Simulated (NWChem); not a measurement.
System: PbHF, singlet; SMILES [F][PbH]

Here is an NWChem input.

```
start job
memory heap 200 mb stack 900 mb global 1100 mb
geometry units angstroms noautoz
  Pb     0.042504     0.194890     0.000000
  H     -1.806491     0.364247     0.000000
  F     -0.030875    -1.854235     0.000000
end
basis spherical
  Pb library def2-svp
  H library def2-svp
  F library def2-svp
end
ecp
  Pb library def2-ecp
end
dft
  xc mn15
  grid xcoarse
  iterations 150
  mulliken
end
task dft gradient
```

Excerpt of the output:

```
             Northwest Computational Chemistry Package (NWChem) 7.3.0
             --------------------------------------------------------

 CS  symmetry detected

                             Geometry "geometry" -> ""
                             -------------------------

 Output coordinates in angstroms (scale by  1.889725989 to convert to a.u.)

  No.       Tag          Charge          X              Y              Z
 ---- ---------------- ---------- -------------- -------------- --------------
    1 Pb                  82.0000     0.02161000     0.19931314     0.00000000
    2 H                    1.0000    -1.83145737     0.31595629     0.00000000
    3 F                    9.0000     0.00660411    -1.85107038     0.00000000

 Effective nuclear repulsion energy (a.u.)     215.5094694448

      Symmetry information
      --------------------

 Group name             Cs
 Group number              2
 Group order               2
 No. of unique centers     3

                                 NWChem DFT Module
                                 -----------------

 Summary of "ao basis" -> "ao basis" (spherical)
 ------------------------------------------------------------------------------
       Tag                 Description            Shells   Functions and Types
 ---------------- ------------------------------  ------  ---------------------
 Pb                         def2-svp                10       26   4s4p2d
 H                          def2-svp                 3        5   2s1p
 F                          def2-svp                 6       14   3s2p1d

      Symmetry analysis of basis
      --------------------------

        a'         32
        a"         13

            General Information
            -------------------
          SCF calculation type: DFT
          Wavefunction type:  closed shell.
          No. of atoms     :     3
          No. of electrons :    32
           Alpha electrons :    16
            Beta electrons :    16
          Charge           :     0
          Spin multiplicity:     1
          Use of symmetry is: on ; symmetry adaption is: on
          Maximum number of iterations: 150
          AO basis - number of functions:    45
                     number of shells:    19
          Convergence on energy requested:  1.00D-06
          Convergence on density requested:  1.00D-05
          Convergence on gradient requested:  5.00D-04

              XC Information
              --------------
                         MN15 Method XC Functional
                     Hartree-Fock (Exact) Exchange  0.440
                          MN15 Exchange Functional  1.000
                        MN15 Correlation Potential  1.000

             Grid Information
             ----------------
          Grid used for XC integration:  xcoarse
          Radial quadrature: Mura-Knowles
          Angular quadrature: Lebedev.
          Tag              B.-S. Rad. Rad. Pts. Rad. Cut. Ang. Pts.
          ---              ---------- --------- --------- ---------
          Pb                  1.80       84           7.0       194
          H                   0.35       21           7.0       194
          F                   0.50       21           8.0       194
          Grid pruning is: on
          Number of quadrature shells:   126
          Spatial weights used:  Erf1

      Superposition of Atomic Density Guess
      -------------------------------------

 Sum of atomic energies:        -319.15188365

      Non-variational initial energy
      ------------------------------

 Total energy =    -291.381606
 1-e energy   =    -593.161404
 2-e energy   =     242.733808
 HOMO         =      -0.253372
 LUMO         =      -0.058868

      Symmetry analysis of molecular orbitals - initial
      -------------------------------------------------

  Numbering of irreducible representations:

     1 a'          2 a"

  Orbital symmetries:

     1 a'          2 a'          3 a'          4 a'          5 a"
     6 a'          7 a'          8 a'          9 a'         10 a"
    11 a"         12 a'         13 a'         14 a"         15 a'
    16 a'         17 a"         18 a'         19 a'         20 a'
    21 a'         22 a"         23 a'         24 a"         25 a'
    26 a"

     ---------------------------------------------
      Total Density - Mulliken Population Analysis
     ---------------------------------------------

    Atom       Charge   Shell Charges
 -----------   ------   -------------------------------------------------------
    1 Pb  22    20.89   2.99 -0.95  1.19  0.70  3.37  2.62  0.55  0.37  9.74  0.30
    2 H    1     1.31   0.70  0.60  0.01
    3 F    9     9.81   1.99  1.16  0.81  3.59  2.25  0.00

   convergence    iter        energy       DeltaE   RMS-Dens  Diis-err
 ---------------- ----- ----------------- --------- --------- ---------
 d= 0,ls=0.0,diis     1   -292.6467496083 -3.52D+02  4.01D-02  7.60D-01
 d= 0,ls=0.0,diis     2   -292.2873343750  3.59D-01  2.40D-02  4.75D+00
 d= 0,ls=0.0,diis     3   -292.7366814363 -4.49D-01  2.40D-03  7.64D-03
 d= 0,ls=0.0,diis     4   -292.7375746252 -8.93D-04  5.95D-04  4.40D-04
 d= 0,ls=0.0,diis     5   -292.7376498298 -7.52D-05  1.56D-04  1.98D-05
  Resetting Diis
 d= 0,ls=0.0,diis     6   -292.7376549159 -5.09D-06  4.40D-05  1.29D-06
 d= 0,ls=0.0,diis     7   -292.7376552663 -3.50D-07  1.22D-05  1.11D-07
 d= 0,ls=0.0,diis     8   -292.7376552796 -1.34D-08  5.07D-06  1.52D-07

         Total DFT energy =     -292.737655279623
      One electron energy =     -594.326529113750
           Coulomb energy =      268.918101705133
    Exchange-Corr. energy =      -26.375218453110
 Nuclear repulsion energy =       59.045990582103

 Numeric. integr. density =       31.998567179852

                  Occupations of the irreducible representations
                  ----------------------------------------------

                     irrep           alpha         beta
                     --------     --------     --------
                     a'               12.0         12.0
                     a"                4.0          4.0

                       DFT Final Molecular Orbital Analysis
                       ------------------------------------

 Vector   14  Occ=2.000000D+00  E=-3.818852D-01  Symmetry=a"
              MO Center=  7.2D-03, -1.7D+00, -5.3D-16, r^2= 7.2D-01
   Bfn.  Coefficient  Atom+Function         Bfn.  Coefficient  Atom+Function
  ----- ------------  ---------------      ----- ------------  ---------------
    37      0.641279  3 F  pz                40     -0.451154  3 F  pz
    13     -0.122468  1 Pb pz                18     -0.099452  1 Pb d -1
    16     -0.094035  1 Pb pz                23      0.061064  1 Pb d -1
    10      0.044292  1 Pb pz                 7      0.044006  1 Pb pz

 Vector   15  Occ=2.000000D+00  E=-3.747183D-01  Symmetry=a'
              MO Center= -4.1D-02, -1.2D+00, -3.5D-15, r^2= 2.1D+00
   Bfn.  Coefficient  Atom+Function         Bfn.  Coefficient  Atom+Function
  ----- ------------  ---------------      ----- ------------  ---------------
    36      0.512231  3 F  py                39     -0.357015  3 F  py
    35     -0.289421  3 F  px                12      0.263700  1 Pb py
     3      0.213484  1 Pb s                 38      0.202725  3 F  px
     1     -0.164098  1 Pb s                  4      0.153933  1 Pb s
    21     -0.137524  1 Pb d  2              27      0.096645  2 H  s

 Vector   16  Occ=2.000000D+00  E=-2.784763D-01  Symmetry=a'
              MO Center= -6.1D-01,  1.5D-01,  1.9D-15, r^2= 3.2D+00
   Bfn.  Coefficient  Atom+Function         Bfn.  Coefficient  Atom+Function
  ----- ------------  ---------------      ----- ------------  ---------------
    27     -0.370628  2 H  s                 11      0.363134  1 Pb px
     3      0.322840  1 Pb s                 28     -0.316315  2 H  s
     4      0.230467  1 Pb s                  1     -0.211191  1 Pb s
    35      0.201158  3 F  px                14      0.172629  1 Pb px
    38     -0.154320  3 F  px                 8     -0.134446  1 Pb px

 Vector   17  Occ=0.000000D+00  E=-8.303640D-02  Symmetry=a"
              MO Center=  1.1D-02,  1.9D-01, -6.2D-15, r^2= 3.4D+00
   Bfn.  Coefficient  Atom+Function         Bfn.  Coefficient  Atom+Function
  ----- ------------  ---------------      ----- ------------  ---------------
    13      0.594959  1 Pb pz                16      0.544104  1 Pb pz
    10     -0.202593  1 Pb pz                 7     -0.198192  1 Pb pz
    37      0.176922  3 F  pz                40     -0.149611  3 F  pz
    23      0.047926  1 Pb d -1              18     -0.041580  1 Pb d -1

 Vector   18  Occ=0.000000D+00  E= 6.042922D-03  Symmetry=a'
              MO Center=  3.2D-02,  3.2D-01, -1.1D-15, r^2= 4.2D+00
   Bfn.  Coefficient  Atom+Function         Bfn.  Coefficient  Atom+Function
  ----- ------------  ---------------      ----- ------------  ---------------
    15      0.742557  1 Pb py                12      0.415262  1 Pb py
     3     -0.299182  1 Pb s                 34      0.298138  3 F  s
    36     -0.234298  3 F  py                39      0.194946  3 F  py
    14     -0.182885  1 Pb px                28     -0.173089  2 H  s
     9     -0.155092  1 Pb py                21      0.152670  1 Pb d  2

 Vector   19  Occ=0.000000D+00  E= 5.823703D-02  Symmetry=a'
              MO Center= -5.4D-03,  2.8D-01,  4.0D-16, r^2= 4.9D+00
   Bfn.  Coefficient  Atom+Function         Bfn.  Coefficient  Atom+Function
  ----- ------------  ---------------      ----- ------------  ---------------
    28      1.089375  2 H  s                 14      0.972836  1 Pb px
     3     -0.652140  1 Pb s                 11      0.411430  1 Pb px
     1      0.266213  1 Pb s                 27      0.257344  2 H  s
     4     -0.135723  1 Pb s                  8     -0.126323  1 Pb px
    15      0.124208  1 Pb py                 5     -0.122302  1 Pb px

     ---------------------------------------------
      Total Density - Mulliken Population Analysis
     ---------------------------------------------

    Atom       Charge   Shell Charges
 -----------   ------   -------------------------------------------------------
    1 Pb  22    21.37   3.00 -0.94  1.38  0.47  3.36  2.62  0.94  0.43  9.63  0.47
    2 H    1     1.18   0.69  0.48  0.01
    3 F    9     9.46   1.99  1.08  0.88  3.35  2.15  0.00

     -------------------------------------------
      Total Density - Lowdin Population Analysis
     -------------------------------------------

    Atom       Charge   Shell Charges
 -----------   ------   -------------------------------------------------------
    1 Pb  22    21.48   1.49  0.48  1.11  0.75  3.09  2.68  1.05  0.65  9.26  0.92
    2 H    1     1.15   0.62  0.51  0.02
    3 F    9     9.36   1.97  1.01  0.85  3.25  2.28  0.00

     Multipole analysis of the density
     ---------------------------------

     L   x y z        total         alpha         beta         nuclear
     -   - - -        -----         -----         ----         -------
     0   0 0 0      0.000000    -16.000000    -16.000000     32.000000

     1   1 0 0      0.435189      1.442704      1.442704     -2.450219
     1   0 1 0      1.351826     11.975329     11.975329    -22.598833
     1   0 0 1     -0.000000     -0.000000     -0.000000      0.000000

     2   2 0 0    -27.058319    -19.537301    -19.537301     12.016283
     2   1 1 0     -0.063338      1.028803      1.028803     -2.120944
     2   1 0 1      0.000000      0.000000      0.000000      0.000000
     2   0 2 0    -28.613941    -71.108227    -71.108227    113.602513
     2   0 1 1      0.000000      0.000000      0.000000      0.000000
     2   0 0 2    -21.486141    -10.743070    -10.743070      0.000000

            General Information
            -------------------
          SCF calculation type: DFT
          Wavefunction type:  closed shell.
          No. of atoms     :     3
          No. of electrons :    32
           Alpha electrons :    16
            Beta electrons :    16
          Charge           :     0
          Spin multiplicity:     1
          Use of symmetry is: on ; symmetry adaption is: on
          Maximum number of iterations: 150
          AO basis - number of functions:    45
                     number of shells:    19
          Convergence on energy requested:  1.00D-06
          Convergence on density requested:  1.00D-05
          Convergence on gradient requested:  5.00D-04

              XC Information
              --------------
                         MN15 Method XC Functional
                     Hartree-Fock (Exact) Exchange  0.440
                          MN15 Exchange Functional  1.000
                        MN15 Correlation Potential  1.000

             Grid Information
             ----------------
          Grid used for XC integration:  xcoarse
          Radial quadrature: Mura-Knowles
          Angular quadrature: Lebedev.
          Tag              B.-S. Rad. Rad. Pts. Rad. Cut. Ang. Pts.
          ---              ---------- --------- --------- ---------
          Pb                  1.80       84           7.0       194
          H                   0.35       21           7.0       194
          F                   0.50       21           8.0       194
          Grid pruning is: on
          Number of quadrature shells:   126
          Spatial weights used:  Erf1

          Convergence Information
          -----------------------
          Convergence aids based upon iterative change in
          total energy or number of iterations.
          Levelshifting, if invoked, occurs when the
          HOMO/LUMO gap drops below (HL_TOL):  1.00D-02
          DIIS, if invoked, will attempt to extrapolate
          using up to (NFOCK): 10 stored Fock matrices.

                    Damping( 0%)  Levelshifting(0.5)       DIIS
                  --------------- ------------------- ---------------
          dE  on:    start            ASAP                start
          dE off:    2 iters        150 iters           150 iters

                            NWChem DFT Gradient Module
                            --------------------------

  charge          =   0.00
  wavefunction    = closed shell

  Using symmetry

                         DFT ENERGY GRADIENTS

    atom               coordinates                        gradient
                 x          y          z           x          y          z
   1 Pb      0.040837   0.376647   0.000000   -0.008835  -0.007469   0.000000
   2 H      -3.460953   0.597071   0.000000    0.009226  -0.000732   0.000000
   3 F       0.012480  -3.498016   0.000000   -0.000391   0.008201   0.000000
```

Level: MN15/def2-SVP with def2 effective core potentials on Pb. Low-valent species are run as closed-shell singlets; no triplet was tried in these runs. Structure relaxed at the PBE0-D3(BJ)/def2-TZVP level. def2 effective core potentials on Pb; no spin-orbit coupling.
